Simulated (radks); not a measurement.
Values are calculated unless marked as measured or tabulated.
Problem. Ionisation of the terbium ion Tb+, [Xe] 4f9 6s1, to [Xe] 4f9 as the strength of local exchange is varied. Code: a radial shooting solver on a logarithmic mesh with Libxc functionals. Model: scalar-relativistic Kohn-Sham, Slater X-alpha exchange (alpha = 2/3 is LDA exchange), no correlation, spin-polarised, spherical densities, finite nucleus; open shells are filled with parallel spins first (spin-orbit coupling, left out, can overturn this in heavy ions); Fermi nuclear charge, rms radius 5.06 fm.

alpha  E(Tb+) (hartree)  exchange (hartree)  IE (eV)  -e of the level emptied (eV)  <r> of it (bohr)
0.667       -11693.9142           -241.7747   11.317                    8.738 (6s)             3.754
0.848       -11759.9773           -309.2585   12.358                    9.868 (6s)             3.606
0.955       -11799.2194           -349.5180   13.005                   10.575 (6s)             3.523
0.978       -11807.6728           -358.2072   13.147                   10.731 (6s)             3.506
x           -11663.7549           -211.0906   10.865                    8.254 (6s)             3.824

Which alpha was used in the last row?

Solution. alpha = 0.584. NIST Atomic Spectra Database: 11.51 eV (semi-empirical). The Delta-SCF value meets it near alpha = 0.70. Open shells are spherical and high-spin; term and fine-structure splittings are not resolved. Spin-orbit splitting is averaged out at the scalar-relativistic level.
